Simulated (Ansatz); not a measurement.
## One elementary step

Start structure (GeSiH$_{8}$, singlet), relaxed at PBE0-D4/def2-TZVP:

```
10
angstrom
Ge -0.3728 0.5052 -1.3343
Si 0.9964 -0.8096 0.0979
H -1.0836 -0.3846 -2.3678
H -1.4452 1.2591 -0.5301
H 0.4766 1.5400 -2.0912
H -1.0552 0.3760 2.7681
H -1.3941 0.7937 2.2504
H 1.6823 0.0567 1.0922
H 0.1715 -1.8131 0.8205
H 2.0240 -1.5233 -0.7058
```

The step: GeSiH₆ ([SiH3][GeH3]) + H₂ → GeSiH₄ ([SiH2][GeH2]) + H₂ + H₂; bonds formed: H4–H7, H6–H9; bonds broken: Ge1–H4, Si2–H9, H6–H7. Program: Ansatz 0.2.0. Basis: def2-TZVPP and def2-QZVPP. Cores are frozen in the correlated methods. Filled d shells of the heavier atoms are correlated. The def2 sets are not built for correlating such inner shells, so the correlated values are less sure here. Extrapolation: Hartree–Fock as exp(−7.88 √X), correlation as X^−2.97. Energies below are by CCSD(T) at an estimated basis limit (MP2 extrapolated from triple and quadruple zeta, plus CCSD(T) − MP2 in triple zeta).

Task: What are the electronic barrier and the energy of the step, from the start structure to the end structure? (Judge from chemistry; the value comes from the calculation.)

Result: By the calculation: Barrier 309.6 kJ/mol; step energy 194.9 kJ/mol (uphill); reverse barrier, their difference, 114.8 kJ/mol. Barrier and step energy count from the start structure, the reverse barrier from the end structure.

The saddle point: One imaginary mode of 992i cm⁻¹.
```csv
pair,start (Å),saddle (Å),end (Å)
H4–H7,2.82,0.86,0.75
H6–H9,3.18,0.88,0.75
Ge1–H4,1.54,2.06,3.54
Si2–H9,1.49,1.97,3.28
H6–H7,0.75,1.26,3.74
```

Zero-point energy (harmonic, PBE0-D4): ZPE is 153.8 kJ/mol at the start and 148.4 kJ/mol at the saddle, so the barrier goes from 309.6 to 304.2 kJ/mol.

The T1 diagnostic stays at or below 0.015. The restricted Hartree–Fock reference is unstable towards an unrestricted one at one or more of these structures. A large double-excitation amplitude points to some diradical character; no triplet was computed.

Labels in which every atom is bracketed show which atoms are joined, not bond orders.

For scale, one of the runs: CCSD(T)/def2-TZVPP, 202 basis functions, launched by `ansatz run in.yaml --threads 4 --pin off --events-out ev --progress --plain --max-ram 9574MiB`. The run took 60 s on 4 CPU threads of an AMD EPYC (shared host), with 2.4 GiB of host memory at its peak.
